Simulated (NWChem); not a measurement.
System: BaClF; SMILES [F][Ba][Cl]

NWChem input:

```
start job
memory heap 200 mb stack 900 mb global 1100 mb
geometry units angstroms noautoz
  Ba    -0.167185    -0.336135     0.000000
  F      1.667635    -1.599131     0.000000
  Cl    -0.018124     2.434624     0.000000
end
basis spherical
  * library def2-svp
end
ecp
  Ba library def2-ecp
end
dft
  xc b3lyp
  iterations 150
end
tddft
  cis
  nroots 8
  notriplet
end
task tddft energy
```

All runs use the structure optimised with PBE0/def2-SVP. def2 effective core potentials on Ba; no spin-orbit coupling.

Vertical excitations in the gas phase.

Task: Give the results of this calculation. (B3LYP/def2-SVP with def2 effective core potentials on Ba, TDA.) Quantities: lowest excitation, singlet (eV); oscillator strength of that lowest state; orbital gap (eV).

Result: 
```json
{
  "lowest excitation, singlet (eV)": "3.98",
  "oscillator_strength_of_that_lowest_state": "0.010",
  "orbital gap (eV)": "4.76"
}
```
